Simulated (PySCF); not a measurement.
Cl²⁺ (chlorine, charge +2) across methods

[Ne] 3s1 3p4, high-spin 4P determinant (an excited configuration). Computed with PySCF 2.14 in x2c-TZVPPall with one added diffuse shell each of s, p, d type (6s6p4d1f, 51 functions), with the spin-free X2C one-electron Hamiltonian (Gaussian nucleus).

| method | E (hartree) | mean ε 3s α (eV) | mean ε 3p α (eV) | mean ε 3p β (eV) | Σ⟨r²⟩ (bohr²) | ⟨S²⟩ |
| --- | --- | --- | --- | --- | --- | --- |
| PBE0 | -459.5958 | -50.223 | -35.563 | -31.465 | 15.82 | 3.752 |
| BP86 | -459.7945 | -47.154 | -33.698 | -30.452 | 15.79 | 3.752 |
| r2SCAN | -459.7296 | -48.588 | -34.379 | -30.285 | 15.81 | 3.753 |
| r2SCAN0 | -459.7210 | -51.210 | -36.043 | -31.438 | 15.83 | 3.753 |
| PBEsol | -458.8733 | -47.010 | -33.601 | -30.111 | 15.83 | 3.752 |
| LC-wPBE | -459.6200 | -53.296 | -38.591 | -34.591 | 15.79 | 3.751 |
| PBE | -459.5660 | -47.136 | -33.676 | -30.272 | 15.83 | 3.752 |
| LDA | -458.2204 | -46.919 | -33.616 | -30.203 | 15.86 | 3.751 |
| UHF | -459.14807 | -58.699 | -40.467 | -33.541 | 16.00 | 3.755 |
